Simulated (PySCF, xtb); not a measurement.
C3H6BFO, SMILES C=C(F)B(C)O.

GFN2-xTB in xtb at its own geometry gives an orbital gap of 4.23 eV and a dipole moment of 3.05 D.

Geometry: PBE0-D3(BJ)/def2-SVP. The structure was generated by enumeration, and PubChem lists no compound with its InChIKey, so it may never have been made. Other conformers were not sampled.

Q: What does r2SCAN/def2-TZVP run with PySCF give? (The exact figures need the calculation; the answer reports its results.)

A: gap 4.75 eV (levels -6.48 and -1.72 eV), dipole 2.01 D.
